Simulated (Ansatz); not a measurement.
`CO[SiH](O)O[SiH2]O` → `C[O]`• + `O[SiH]O[SiH2]O`•  (homolysis of the O–Si bond)

Gas-phase electronic energies from Ansatz, PBE0-D4/def2-TZVP geometries. CCSD(T)/CBS adds triple-zeta CCSD(T) − MP2 to the extrapolated MP2 energy (def2 sets, frozen cores). DFT in def2-TZVPP. B3LYP here is the variant with VWN-RPA as its local correlation; programs differ in this. No spin–orbit coupling; open shells (•) take unrestricted orbitals. Each species was taken in one conformer, which may not be the lowest.

```csv
level,ΔE (eV),difference from CCSD(T)/CBS
PBE-D4,5.11,-0.55
r2SCAN-D4,5.16,-0.50
PBE0-D4,5.22,-0.44
B3LYP-D4,5.22,-0.44
ωB97X-V,5.44,-0.22
ωB97M-V,5.53,-0.13
B2PLYP,5.36,-0.30
PBE,5.02,-0.64
r2SCAN,5.13,-0.53
PBE0,5.13,-0.53
B3LYP,5.08,-0.58
HF/def2-TZVPP,4.23,-1.43
MP2/def2-TZVPP,5.87,0.21
SCS-MP2/def2-TZVPP,5.76,0.10
CCSD/def2-TZVPP,5.43,-0.23
CCSD(T)/def2-TZVPP,5.52,-0.14
HF/def2-QZVPP,4.24,-1.42
MP2/def2-QZVPP,5.96,0.30
SCS-MP2/def2-QZVPP,5.85,0.19
HF/CBS(def2),4.24,-1.42
MP2/CBS(def2),6.02,0.36
CCSD/CBS(def2),5.57,-0.09
CCSD(T)/CBS,5.66,0
```

Largest T1 diagnostic among the species: 0.019.

From PBE to PBE0 (25 % exact exchange), in def2-TZVPP and without D4, ΔE moves by +0.11 eV. The D4 term adds +0.14 eV with B3LYP and +0.08 eV with PBE0; it sums over pairs of atoms, weighted by their polarisabilities, and B3LYP, whose exchange is more repulsive, gets the larger term. In def2-TZVPP, CCSD(T) changes the Hartree–Fock value by +1.28 eV (the triples alone add +0.08 eV) and MP2 by +1.64 eV; breaking electron pairs costs correlation energy, which Hartree–Fock lacks.
